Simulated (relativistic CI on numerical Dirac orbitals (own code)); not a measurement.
Calculated levels, Ar⁸⁺

Computed by Dirac-Coulomb-Breit CI, KLI orbitals optimised for each configuration, QED by a radiative potential, unscaled Slater integrals (own radial code, finite nucleus).

CI space (outside the closed core 1s2): 2s2.2p6, 2s2.2p5.3s, 2s2.2p5.3p, 2s2.2p5.3d, 2s.2p6.3s, 2s.2p6.3p, 2s2.2p5.4s, 2s2.2p5.4p, 2s2.2p5.4d, 2s2.2p5.4f, 2s.2p6.3d, 2s2.2p4.3s2, 2s2.2p4.3s.3p, 2s.2p6.4s, 2s2.2p4.3p2, 2s2.2p4.3s.3d. Levels of other configurations are missing.

```
No.  Configuration  Term  J  E (cm⁻¹)    %  Next component (%)
  1        2s2.2p6    1S  0         0  100                    
  2     2s2.2p5.3s   3P°  2   2019015  100                    
  3     2s2.2p5.3s   3P°  1   2025859   73              26 1P°
  4     2s2.2p5.3s   3P°  0   2036885  100                    
  5     2s2.2p5.3s   1P°  1   2044873   73              26 3P°
  6     2s2.2p5.3p    3S  1   2141024   95                3 3P
  7     2s2.2p5.3p    3D  3   2162274  100                    
  8     2s2.2p5.3p    3D  2   2163322   74               20 1D
  9     2s2.2p5.3p    3D  1   2169298   59               25 1P
 10     2s2.2p5.3p    3P  2   2174787   62               37 1D
 11     2s2.2p5.3p    1P  1   2181856   46               40 3D
 12     2s2.2p5.3p    3P  0   2184951   99                1 1S
 13     2s2.2p5.3p    1D  2   2187497   42               32 3P
 14     2s2.2p5.3p    3P  1   2188720   67               28 1P
 15     2s2.2p5.3p    1S  0   2271643   98     1 2s2.2p5.4p 1S
 16     2s2.2p5.3d   3P°  0   2341618   99                    
 17     2s2.2p5.3d   3P°  1   2343648   97               2 3D°
 18     2s2.2p5.3d   3P°  2   2347888   90               6 3D°
 19     2s2.2p5.3d   3F°  4   2351956  100                    
 20     2s2.2p5.3d   3F°  3   2355271   79              18 1F°
 21     2s2.2p5.3d   3F°  2   2360477   66              20 1D°
 22     2s2.2p5.3d   3D°  3   2364780   49              48 1F°
 23     2s2.2p5.3d   3D°  1   2374944   93               5 1P°
 24     2s2.2p5.3d   1D°  2   2376138   40              34 3F°
 25     2s2.2p5.3d   3D°  3   2378617   47              35 1F°
 26     2s2.2p5.3d   3D°  2   2378830   55              36 1D°
 27     2s2.2p5.3d   1P°  1   2411040   94               4 3D°
 28      2s.2p6.3s    3S  1   2642833   95     3 2s2.2p5.4p 3S
 29      2s.2p6.3s    1S  0   2672061   97     2 2s2.2p5.4p 1S
 30     2s2.2p5.4s   3P°  2   2691403   99     1 2s.2p6.3p 3P°
 31     2s2.2p5.4s   1P°  1   2694816   50              49 3P°
 32     2s2.2p5.4s   3P°  0   2709055   98     2 2s.2p6.3p 3P°
 33     2s2.2p5.4s   1P°  1   2711589   50              49 3P°
 34     2s2.2p5.4p    3S  1   2744736   79               15 3P
 35     2s2.2p5.4p    3D  3   2746830  100                    
 36     2s2.2p5.4p    3D  2   2747518   61               30 1D
 37     2s2.2p5.4p    1P  1   2750093   51               27 3D
 38     2s2.2p5.4p    3P  2   2751473   69               31 1D
 39     2s2.2p5.4p    3P  0   2761346   96                4 1S
 40     2s2.2p5.4p    3D  1   2764679   71               25 1P
 41     2s2.2p5.4p    1D  2   2767162   39               39 3D
 42     2s2.2p5.4p    3P  1   2767402   60               22 1P
 43      2s.2p6.3p   3P°  0   2791736   92    5 2s2.2p5.4d 3P°
 44      2s.2p6.3p   3P°  1   2792536   91    5 2s2.2p5.4d 3P°
 45      2s.2p6.3p   3P°  2   2794782   94    4 2s2.2p5.4d 3P°
```

Energies count from the lowest computed level; ° marks odd parity.

The mean weight of the leading LS term, summed over parents, in these 45 levels is 78 %, and that of the leading jj configuration (from the same eigenvectors) 82 %.

At this charge configurations can still be misplaced by up to about 7 % of their energy.

LS names give the leading component of a level, which can be under half, so a name can repeat, a term be missing and a line seem to break the LS rules.
